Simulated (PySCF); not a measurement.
# EPR parameters of C5H7N2O

C5H7N2O (doublet state).
Cartesian coordinates in Å at the GFN2-xTB level; atoms count from 1:
```
atom  x, y, z in Å
C1     2.5830   -0.0288    0.1663
N2     1.2251    0.2208   -0.2381
C3     0.1611   -0.2649    0.4569
O4     0.2740   -0.9493    1.4596
C5    -1.1527    0.1002   -0.0972
C6    -2.3673   -0.4044    0.5801
C7    -1.2444    0.8927   -1.2183
N8    -1.2956    1.5659   -2.1598
H9     2.5506   -0.6515    1.0591
H10    3.0953    0.9079    0.3950
H11    3.1307   -0.5503   -0.6212
H12    1.0679    0.7847   -1.0596
H13   -2.0740   -0.8886    1.5099
H14   -2.8849   -1.1310   -0.0520
H15   -3.0732    0.4046    0.7749
```

The hyperfine couplings belong to this conformer and change with its torsions.

As a line formula: `CNC(=O)[C](C)C#N` [radical].

The calculation used UKS B3LYP, pcH-1 on C H N O, non-relativistic, mean-field spin-orbit, GIAO (PySCF 2.14.0). Isolated species at its GFN2-xTB geometry (one conformer only). Couplings are sensitive to structure, and on GFN2-xTB geometries they can be far from those on DFT ones. No stability test was run, so a lower SCF solution isn't excluded.

```
g1, g2, g3                      : 2.00217, 2.00353, 2.00395
g_iso                           : 2.00322
Form of g                       : rhombic: the two nearest values differ by 24 % of g3 − g1
⟨S²⟩                            : 0.7623 (exact 0.7500)
α and β electrons               : 30, 29
HOMO–LUMO gap, α and β orbitals : 6.92, 3.35 eV
```

Hyperfine couplings atom by atom, in 10⁻⁴ cm⁻¹; T1 to T3 are the principal values of the dipolar part; ρ(0) is the spin density at the nucleus (1 × 10⁻⁴ cm⁻¹ = 2.998 MHz):

```
atom  isotope  a_iso     T1     T2    T3  Mulliken spin population  ρ(0) (bohr⁻³)
  C1      13C   -1.2   -0.2    0.0   0.1                     -0.01        -0.0031
  N2      14N    0.8   -1.3   -1.1   2.4                      0.07         0.0076
  C3      13C  -10.4   -1.9    0.5   1.4                     -0.07        -0.0277
  O4      17O   -1.4   -7.5    3.5   4.0                      0.07         0.0070
  C5      13C   22.3  -20.9  -20.8  41.6                      0.76         0.0595
  C6      13C   -8.7   -0.9   -0.1   0.9                     -0.05        -0.0232
  C7      13C  -17.6   -5.9   -0.5   6.4                     -0.18        -0.0469
  N8      14N    2.6   -5.3   -4.1   9.4                      0.33         0.0241
  H9       1H    0.1   -0.5   -0.3   0.8                      0.00         0.0001
 H10       1H    4.6   -0.4   -0.3   0.7                      0.01         0.0031
 H11       1H    4.4   -0.4   -0.3   0.7                      0.01         0.0030
 H12       1H   -1.7   -1.3    0.0   1.4                      0.00        -0.0011
 H13       1H    1.4   -1.2   -1.0   2.1                      0.00         0.0009
 H14       1H   37.5   -1.5   -0.8   2.3                      0.04         0.0251
 H15       1H   26.3   -1.5   -0.8   2.2                      0.03         0.0177
```

The Mulliken spin populations are largest on C5 (+0.76), N8 (+0.33), C7 (-0.18) and O4 (+0.07). The angles at C5 add up to 360.0°, so it is planar.

Axes: g3 points within 11° of the C3–C5 bond.

Under fast tumbling the dipolar parts average out, and these isotropic splittings remain: 3 × 1H (H13/H14/H15, I = 1/2, 4 lines) with 2.32 mT, 3 × 1H (H9/H10/H11, I = 1/2, 4 lines) with 0.33 mT, 1 × 14N (N8, I = 1, 3 lines) with 0.28 mT, 1 × 1H (H12, I = 1/2, 2 lines) with 0.18 mT and 1 × 14N (N2, I = 1, 3 lines) with 0.09 mT.

Nuclei that the bonding pattern makes equivalent are averaged, as if the motion that swaps them (rotation, inversion, ring flip) were fast. The three 1H nuclei of mean +65.1 MHz run from 4.2 to 112.3 MHz in the frozen geometry. The three 1H nuclei of mean +9.1 MHz run from 0.3 to 13.8 MHz in the frozen geometry.

The 13C coupling of C5 (66.9 MHz) shows only in satellite lines or after enrichment, since that isotope makes up about 1.07 % of natural carbon.

Examples of negative spin density at the nucleus (bohr⁻³): C7 (-0.0469), C3 (-0.0277) and C6 (-0.0232).

The run took 58 s of wall time (grids of density and orbitals included) on one thread of an Arm Neoverse V2, shared host, and the process peaked at 0.97 GiB of memory.
